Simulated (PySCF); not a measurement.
How methods differ on the excitation energy of Sn+

Sn+ [Kr] 4d10 5s2 5p1 (2P) → Sn+ [Kr] 4d10 5s1 5p2 (4P), as a difference of total energies. Calculation: PySCF 2.14, in aug-cc-pVQZ-DK3; scalar relativity by spin-free X2C-1e. Correlated levels: valence: [Kr] 4d10 frozen. The calculations carry no spin-orbit coupling.

```json
{"method": "UHF", "excitation energy (eV)": "4.214", "error (eV)": "-1.539"}
{"method": "LDA", "excitation energy (eV)": "6.403", "error (eV)": "+0.650"}
{"method": "PBE", "excitation energy (eV)": "6.154", "error (eV)": "+0.401"}
{"method": "PBE0", "excitation energy (eV)": "5.779", "error (eV)": "+0.026"}
{"method": "r2SCAN", "excitation energy (eV)": "5.585", "error (eV)": "-0.168"}
{"method": "B3LYP", "excitation energy (eV)": "6.226", "error (eV)": "+0.473"}
{"method": "BHandHLYP", "excitation energy (eV)": "5.848", "error (eV)": "+0.095"}
{"method": "B2PLYP", "excitation energy (eV)": "5.794", "error (eV)": "+0.041"}
{"method": "MP2 (valence)", "excitation energy (eV)": "4.939", "error (eV)": "-0.814"}
{"method": "SCS-MP2 (valence)", "excitation energy (eV)": "5.210", "error (eV)": "-0.543"}
```

Reference: 5.753 eV (measured; NIST levels, between the centres of gravity of the two terms).

Errors of the correlated levels include the incompleteness of this basis and the frozen core.
